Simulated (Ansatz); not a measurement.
Harmonic vibrations of CH4B2FGa by finite differences.

```yaml
crystal:
  periodic: [false, false, false]
  atoms:
    - {symbol: B, position_ang: [0.044961, 0.209169, 0.717988]}
    - {symbol: Ga, position_ang: [-1.339671, 1.900967, 0.679015]}
    - {symbol: C, position_ang: [0.648741, -0.898137, -0.302185]}
    - {symbol: B, position_ang: [-0.324359, 0.070686, -0.934574]}
    - {symbol: F, position_ang: [-0.885789, 0.342647, -2.097084]}
    - {symbol: H, position_ang: [0.720011, 1.161387, 1.098105]}
    - {symbol: H, position_ang: [-0.814754, -0.084450, 1.543581]}
    - {symbol: H, position_ang: [0.336114, -1.931363, -0.161759]}
    - {symbol: H, position_ang: [1.703245, -0.817207, -0.560188]}
basis:
  gaussian: {orbitals: def2-TZVP}
hamiltonian: {xc: pbe0, dispersion: d4}
phonons: {temperatures: {t_min: 298.15, t_max: 900, t_step: 200}}
```

```sh
$ ansatz run in.yaml --threads 4 --pin off --events-out ev --progress --plain --max-ram 10444MiB
```

It prints (some lines left out):

```
Functional definition: PBE0
mean field -57539.39458751 eV, -2114.5337494886 hartree, gradient 4.4e-5 eV, S^2 0.000000; 0 other end points of the search recorded, 0 dependent functions left out
mean field -57539.39448288 eV, -2114.5337456435 hartree, gradient 2.4e-6 eV, S^2 0.000000; 0 other end points of the search recorded, 0 dependent functions left out
mean field -57539.39453897 eV, -2114.5337477046 hartree, gradient 2.4e-6 eV, S^2 0.000000; 0 other end points of the search recorded, 0 dependent functions left out
mean field -57539.39454510 eV, -2114.5337479302 hartree, gradient 2.4e-6 eV, S^2 0.000000; 0 other end points of the search recorded, 0 dependent functions left out
mean field -57539.39446148 eV, -2114.5337448569 hartree, gradient 2.4e-6 eV, S^2 0.000000; 0 other end points of the search recorded, 0 dependent functions left out
mean field -57539.39449688 eV, -2114.5337461578 hartree, gradient 2.4e-6 eV, S^2 0.000000; 0 other end points of the search recorded, 0 dependent functions left out
mean field -57539.39448521 eV, -2114.5337457293 hartree, gradient 2.4e-6 eV, S^2 0.000000; 0 other end points of the search recorded, 0 dependent functions left out
mean field -57539.39468574 eV, -2114.5337530986 hartree, gradient 2.4e-6 eV, S^2 0.000000; 0 other end points of the search recorded, 0 dependent functions left out
mean field -57539.39446751 eV, -2114.5337450786 hartree, gradient 2.4e-6 eV, S^2 0.000000; 0 other end points of the search recorded, 0 dependent functions left out
mean field -57539.39442373 eV, -2114.5337434696 hartree, gradient 2.4e-6 eV, S^2 0.000000; 0 other end points of the search recorded, 0 dependent functions left out
mean field -57539.39471722 eV, -2114.5337542552 hartree, gradient 2.4e-6 eV, S^2 0.000000; 0 other end points of the search recorded, 0 dependent functions left out
mean field -57539.39455162 eV, -2114.5337481695 hartree, gradient 2.4e-6 eV, S^2 0.000000; 0 other end points of the search recorded, 0 dependent functions left out
mean field -57539.39461728 eV, -2114.5337505825 hartree, gradient 2.4e-6 eV, S^2 0.000000; 0 other end points of the search recorded, 0 dependent functions left out
mean field -57539.39443659 eV, -2114.5337439422 hartree, gradient 2.4e-6 eV, S^2 0.000000; 0 other end points of the search recorded, 0 dependent functions left out
mean field -57539.39441558 eV, -2114.5337431702 hartree, gradient 2.4e-6 eV, S^2 0.000000; 0 other end points of the search recorded, 0 dependent functions left out
mean field -57539.39440072 eV, -2114.5337426240 hartree, gradient 2.4e-6 eV, S^2 0.000000; 0 other end points of the search recorded, 0 dependent functions left out
mean field -57539.39444432 eV, -2114.5337442265 hartree, gradient 2.4e-6 eV, S^2 0.000000; 0 other end points of the search recorded, 0 dependent functions left out
mean field -57539.39452966 eV, -2114.5337473627 hartree, gradient 2.4e-6 eV, S^2 0.000000; 0 other end points of the search recorded, 0 dependent functions left out
mean field -57539.39452573 eV, -2114.5337472182 hartree, gradient 2.4e-6 eV, S^2 0.000000; 0 other end points of the search recorded, 0 dependent functions left out
mean field -57539.39446406 eV, -2114.5337449517 hartree, gradient 2.4e-6 eV, S^2 0.000000; 0 other end points of the search recorded, 0 dependent functions left out
mean field -57539.39455649 eV, -2114.5337483485 hartree, gradient 2.4e-6 eV, S^2 0.000000; 0 other end points of the search recorded, 0 dependent functions left out
mean field -57539.39462207 eV, -2114.5337507586 hartree, gradient 2.4e-6 eV, S^2 0.000000; 0 other end points of the search recorded, 0 dependent functions left out
mean field -57539.39442957 eV, -2114.5337436845 hartree, gradient 2.4e-6 eV, S^2 0.000000; 0 other end points of the search recorded, 0 dependent functions left out
mean field -57539.39449432 eV, -2114.5337460638 hartree, gradient 2.4e-6 eV, S^2 0.000000; 0 other end points of the search recorded, 0 dependent functions left out
mean field -57539.39436739 eV, -2114.5337413991 hartree, gradient 2.4e-6 eV, S^2 0.000000; 0 other end points of the search recorded, 0 dependent functions left out
mean field -57539.39455550 eV, -2114.5337483121 hartree, gradient 2.4e-6 eV, S^2 0.000000; 0 other end points of the search recorded, 0 dependent functions left out
mean field -57539.39456306 eV, -2114.5337485899 hartree, gradient 2.4e-6 eV, S^2 0.000000; 0 other end points of the search recorded, 0 dependent functions left out
mean field -57539.39456915 eV, -2114.5337488137 hartree, gradient 2.4e-6 eV, S^2 0.000000; 0 other end points of the search recorded, 0 dependent functions left out
mean field -57539.39458192 eV, -2114.5337492832 hartree, gradient 2.4e-6 eV, S^2 0.000000; 0 other end points of the search recorded, 0 dependent functions left out
mean field -57539.39446272 eV, -2114.5337449027 hartree, gradient 2.4e-6 eV, S^2 0.000000; 0 other end points of the search recorded, 0 dependent functions left out
mean field -57539.39450000 eV, -2114.5337462724 hartree, gradient 2.4e-6 eV, S^2 0.000000; 0 other end points of the search recorded, 0 dependent functions left out
mean field -57539.39451805 eV, -2114.5337469361 hartree, gradient 2.4e-6 eV, S^2 0.000000; 0 other end points of the search recorded, 0 dependent functions left out
mean field -57539.39460252 eV, -2114.5337500400 hartree, gradient 2.4e-6 eV, S^2 0.000000; 0 other end points of the search recorded, 0 dependent functions left out
mean field -57539.39456693 eV, -2114.5337487322 hartree, gradient 2.4e-6 eV, S^2 0.000000; 0 other end points of the search recorded, 0 dependent functions left out
mean field -57539.39453433 eV, -2114.5337475342 hartree, gradient 2.4e-6 eV, S^2 0.000000; 0 other end points of the search recorded, 0 dependent functions left out
mean field -57539.39457001 eV, -2114.5337488453 hartree, gradient 2.4e-6 eV, S^2 0.000000; 0 other end points of the search recorded, 0 dependent functions left out
mean field -57539.39457985 eV, -2114.5337492071 hartree, gradient 2.4e-6 eV, S^2 0.000000; 0 other end points of the search recorded, 0 dependent functions left out
mean field -57539.39454857 eV, -2114.5337480574 hartree, gradient 2.4e-6 eV, S^2 0.000000; 0 other end points of the search recorded, 0 dependent functions left out
mean field -57539.39456337 eV, -2114.5337486016 hartree, gradient 2.4e-6 eV, S^2 0.000000; 0 other end points of the search recorded, 0 dependent functions left out
mean field -57539.39460982 eV, -2114.5337503086 hartree, gradient 2.4e-6 eV, S^2 0.000000; 0 other end points of the search recorded, 0 dependent functions left out
mean field -57539.39453887 eV, -2114.5337477010 hartree, gradient 2.4e-6 eV, S^2 0.000000; 0 other end points of the search recorded, 0 dependent functions left out
mean field -57539.39454566 eV, -2114.5337479506 hartree, gradient 2.4e-6 eV, S^2 0.000000; 0 other end points of the search recorded, 0 dependent functions left out
mean field -57539.39456541 eV, -2114.5337486765 hartree, gradient 2.4e-6 eV, S^2 0.000000; 0 other end points of the search recorded, 0 dependent functions left out
mean field -57539.39457216 eV, -2114.5337489245 hartree, gradient 2.4e-6 eV, S^2 0.000000; 0 other end points of the search recorded, 0 dependent functions left out
mean field -57539.39456510 eV, -2114.5337486649 hartree, gradient 2.4e-6 eV, S^2 0.000000; 0 other end points of the search recorded, 0 dependent functions left out
mean field -57539.39448189 eV, -2114.5337456069 hartree, gradient 2.4e-6 eV, S^2 0.000000; 0 other end points of the search recorded, 0 dependent functions left out
mean field -57539.39450002 eV, -2114.5337462733 hartree, gradient 2.4e-6 eV, S^2 0.000000; 0 other end points of the search recorded, 0 dependent functions left out
mean field -57539.39457531 eV, -2114.5337490404 hartree, gradient 2.4e-6 eV, S^2 0.000000; 0 other end points of the search recorded, 0 dependent functions left out
mean field -57539.39458129 eV, -2114.5337492600 hartree, gradient 2.4e-6 eV, S^2 0.000000; 0 other end points of the search recorded, 0 dependent functions left out
mean field -57539.39449155 eV, -2114.5337459621 hartree, gradient 2.4e-6 eV, S^2 0.000000; 0 other end points of the search recorded, 0 dependent functions left out
mean field -57539.39448266 eV, -2114.5337456354 hartree, gradient 2.4e-6 eV, S^2 0.000000; 0 other end points of the search recorded, 0 dependent functions left out
mean field -57539.39456960 eV, -2114.5337488304 hartree, gradient 2.4e-6 eV, S^2 0.000000; 0 other end points of the search recorded, 0 dependent functions left out
mean field -57539.39458111 eV, -2114.5337492532 hartree, gradient 2.4e-6 eV, S^2 0.000000; 0 other end points of the search recorded, 0 dependent functions left out
mean field -57539.39457339 eV, -2114.5337489695 hartree, gradient 2.4e-6 eV, S^2 0.000000; 0 other end points of the search recorded, 0 dependent functions left out
mean field -57539.39457749 eV, -2114.5337491205 hartree, gradient 2.4e-6 eV, S^2 0.000000; 0 other end points of the search recorded, 0 dependent functions left out
Total energy: -57539.57154401 eV, -2114.5402525199 hartree
Atom 0 at     0.044961     0.209169     0.717988 Å, force     0.000667     0.000730    -0.001531 eV/Å
Atom 1 at    -1.339671     1.900967     0.679015 Å, force    -0.000306     0.000049    -0.000373 eV/Å
Atom 2 at     0.648741    -0.898137    -0.302185 Å, force    -0.001296    -0.001704     0.001281 eV/Å
Atom 3 at    -0.324359     0.070686    -0.934574 Å, force     0.000500     0.004902    -0.003132 eV/Å
Atom 4 at    -0.885789     0.342647    -2.097084 Å, force     0.000991    -0.002190     0.002293 eV/Å
Atom 5 at     0.720011     1.161387     1.098105 Å, force    -0.001240     0.000245     0.000288 eV/Å
Atom 6 at    -0.814754    -0.084450     1.543581 Å, force     0.001313    -0.001313     0.001592 eV/Å
Atom 7 at     0.336114    -1.931363    -0.161759 Å, force    -0.000050    -0.000648    -0.000489 eV/Å
Atom 8 at     1.703245    -0.817207    -0.560188 Å, force    -0.000579    -0.000072     0.000071 eV/Å
Dipole moment:    -0.052516     0.065057    -0.000832 e Å
Vibrations: 78.40 115.16 250.87 302.85 378.52 457.96 585.17 616.86 799.31 848.69 869.75 908.34 1013.06 1032.65 1121.80 1353.38 1481.36 2370.35 2402.65 3108.08 3178.00 cm⁻¹, zero-point energy 1.442755 eV
```

Run time 2.2 min (4 threads of an Arm Neoverse V1 on a shared host); peak host memory 0.51 GiB.
